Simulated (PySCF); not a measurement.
## Calculated data, AlGeH$_{3}$O, AlGeH$_{3}$N

Computed with PySCF 2.14.0. Calculation on a computer-drawn molecule: optimised geometry and harmonic frequencies of an isolated molecule of the commonest isotopes, restricted reference for singlets and unrestricted otherwise, frozen core in MP2; on germanium a core potential holds 10 electrons, which the energies leave out, and 3d is frozen in MP2 and coupled-cluster steps.

Common to all runs: basis cc-pV(D+d)Z; basis and core potential on germanium cc-pVDZ-PP ECP10MDF.

```yaml
- entry: 1
  formula: AlGeH3O
  start_structure:
    atoms_angstrom:
      - [Al, 0.3093, 0.3722, 0.6485]
      - [O, -0.1536, 0.6542, -0.9349]
      - [Ge, -0.6278, 0.9277, -2.6422]
      - [H, 0.3786, -1.1105, 1.1111]
      - [H, 0.5452, 1.4886, 1.5779]
      - [H, -2.3294, 0.994, -2.3418]
  given:
    charge: 0
    multiplicity: 1
    method: HF
    drawn_bonds_atom: [1, 2, 1, 1, 3]
    drawn_bonds_other_atom: [2, 3, 4, 5, 6]
    drawn_bonds_order: [1, 1, 1, 1, 1]
  results:
    optimised_atom_element: [Al, O, Ge, H, H, H]
    "optimised_atom_x [angstrom]": [0.2713, -0.1929, -0.6764, 0.4052, 0.5701, -2.255]
    "optimised_atom_y [angstrom]": [0.3377, 0.6378, 0.9524, -1.156, 1.56, 0.9945]
    "optimised_atom_z [angstrom]": [0.6386, -0.9495, -2.625, 1.124, 1.588, -2.357]
    "modes_frequency [cm^-1]": [88.8, 90.96, 144.1, 431.4, 608.6, 673.4, 843.5, 861.1, 1044, 1924, 1997, 2008]
    "modes_reduced_mass [dalton]": [6.106, 4.628, 1.03, 10.75, 1.254, 1.178, 1.115, 1.078, 11.44, 1.023, 1.062, 1.023]
    "rotational_constants [GHz]": [79.58, 1.873, 1.863]
    "total_energy [hartree]": -611.9536
    "convergence_status_largest_gradient_component [hartree/bohr]": 2.863e-05
- entry: 2
  formula: AlGeH3O
  start_structure:
    atoms_angstrom:
      - [Al, 0.2713, 0.3377, 0.6386]
      - [O, -0.1929, 0.6378, -0.9495]
      - [Ge, -0.6764, 0.9524, -2.6253]
      - [H, 0.4052, -1.1558, 1.1239]
      - [H, 0.5701, 1.5596, 1.5882]
      - [H, -2.2551, 0.9945, -2.3573]
  given:
    charge: 0
    multiplicity: 1
    method: MP2
    drawn_bonds_atom: [1, 2, 1, 1, 3]
    drawn_bonds_other_atom: [2, 3, 4, 5, 6]
    drawn_bonds_order: [1, 1, 1, 1, 1]
  results:
    optimised_atom_element: [Al, O, Ge, H, H, H]
    "optimised_atom_x [angstrom]": [0.2819, -0.2685, -0.6738, 0.4461, 0.6035, -2.267]
    "optimised_atom_y [angstrom]": [0.3305, 0.633, 0.951, -1.166, 1.563, 1.015]
    "optimised_atom_z [angstrom]": [0.6739, -0.9136, -2.643, 1.135, 1.6, -2.434]
    "modes_frequency [cm^-1]": [61.1, 66.28, 180.5, 409.8, 570.0, 641.8, 789.2, 820.5, 995.2, 1892, 1985, 1989]
    "modes_reduced_mass [dalton]": [6.785, 4.934, 1.017, 10.59, 1.224, 1.166, 1.103, 1.076, 12.03, 1.023, 1.023, 1.063]
    "rotational_constants [GHz]": [78.1, 1.817, 1.809]
    "total_energy [hartree]": -612.2831
    "convergence_status_largest_gradient_component [hartree/bohr]": 1.106e-05
- entry: 3
  formula: AlGeH3N
  start_structure:
    atoms_angstrom:
      - [Al, -0.5484, -0.9911, 1.5884]
      - ["N", -1.676, 0.2868, 1.5913]
      - [Ge, -2.893, 1.3267, 0.7801]
      - [H, 0.4646, -2.1719, 1.6569]
      - [H, -3.4155, 1.2155, -0.5971]
      - [H, -3.4113, 2.3987, 1.7759]
  given:
    charge: 1
    multiplicity: 1
    method: HF
    drawn_bonds_atom: [1, 2, 1, 3, 3]
    drawn_bonds_other_atom: [2, 3, 4, 5, 6]
    drawn_bonds_order: [2, 1, 1, 1, 1]
  results:
    optimised_atom_element: [Al, "N", Ge, H, H, H]
    "optimised_atom_x [angstrom]": [-0.5686, -1.709, -2.874, 0.492, -3.511, -3.309]
    "optimised_atom_y [angstrom]": [-1.004, 0.1394, 1.307, -2.067, 1.361, 2.329]
    "optimised_atom_z [angstrom]": [1.562, 1.198, 0.8255, 1.902, -0.5462, 1.854]
    "modes_frequency [cm^-1]": [117.8, 137.7, 461.3, 469.3, 534.1, 667.3, 718.9, 953.3, 1351, 2173, 2325, 2331]
    "modes_reduced_mass [dalton]": [4.461, 5.386, 1.162, 1.202, 16.7, 1.157, 1.082, 1.029, 12.5, 1.052, 1.014, 1.027]
    "rotational_constants [GHz]": [148.8, 2.015, 1.988]
    "total_energy [hartree]": -591.2291
    "convergence_status_largest_gradient_component [hartree/bohr]": 2.231e-05
- entry: 4
  formula: AlGeH3N
  start_structure:
    atoms_angstrom:
      - [Al, -0.5686, -1.0042, 1.5624]
      - ["N", -1.7088, 0.1394, 1.1982]
      - [Ge, -2.8738, 1.3071, 0.8255]
      - [H, 0.492, -2.067, 1.9016]
      - [H, -3.5114, 1.3608, -0.5462]
      - [H, -3.3089, 2.3286, 1.854]
  given:
    charge: 1
    multiplicity: 1
    method: MP2
    drawn_bonds_atom: [1, 2, 1, 3, 3]
    drawn_bonds_other_atom: [2, 3, 4, 5, 6]
    drawn_bonds_order: [2, 1, 1, 1, 1]
  results:
    optimised_atom_element: [Al, "N", Ge, H, H, H]
    "optimised_atom_x [angstrom]": [-0.5483, -1.709, -2.895, 0.5154, -3.524, -3.318]
    "optimised_atom_y [angstrom]": [-1.024, 0.1396, 1.329, -2.091, 1.365, 2.346]
    "optimised_atom_z [angstrom]": [1.569, 1.198, 0.8185, 1.909, -0.5668, 1.868]
    "modes_frequency [cm^-1]": [36.6, 96.2, 407.3, 425.7, 488.8, 619.7, 649.5, 892.6, 1270, 2122, 2251, 2274]
    "modes_reduced_mass [dalton]": [5.775, 6.335, 1.119, 1.175, 17.0, 1.131, 1.07, 1.028, 12.68, 1.052, 1.014, 1.028]
    "rotational_constants [GHz]": [144.7, 1.947, 1.921]
    "total_energy [hartree]": -591.5287
    "convergence_status_largest_gradient_component [hartree/bohr]": 9.982e-06
- entry: 5
  formula: AlGeH3N
  start_structure:
    atoms_angstrom:
      - [Al, -0.644, 0.7643, 2.2929]
      - ["N", -0.5757, -0.6478, 1.3754]
      - [Ge, -0.2415, -1.6984, 0.0159]
      - [H, -0.6403, 2.1754, 3.146]
      - [H, -1.0083, -1.5474, -1.2841]
      - [H, 1.2744, -1.9993, -0.4472]
  given:
    charge: 0
    multiplicity: 2
    method: HF
    drawn_bonds_atom: [1, 2, 1, 3, 3]
    drawn_bonds_other_atom: [2, 3, 4, 5, 6]
    drawn_bonds_order: [2, 1, 1, 1, 1]
  results:
    optimised_atom_element: [Al, "N", Ge, H, H, H]
    "optimised_atom_x [angstrom]": [-0.576, -0.3875, -0.251, -0.7554, -1.086, 1.22]
    "optimised_atom_y [angstrom]": [0.8354, -0.3527, -1.778, 1.974, -1.59, -2.041]
    "optimised_atom_z [angstrom]": [2.223, 1.138, 0.05658, 3.264, -1.234, -0.3478]
    "modes_frequency [cm^-1]": [106.9, 118.3, 450.9, 468.6, 470.7, 695.6, 750.3, 928.7, 1332, 2108, 2116, 2116]
    "modes_reduced_mass [dalton]": [4.864, 6.892, 1.143, 16.54, 1.146, 1.107, 1.085, 1.025, 12.15, 1.029, 1.04, 1.026]
    "rotational_constants [GHz]": [121.6, 1.934, 1.918]
    "total_energy [hartree]": -591.4187
    spin_squared: 0.7563
    "convergence_status_largest_gradient_component [hartree/bohr]": 2.396e-05
```
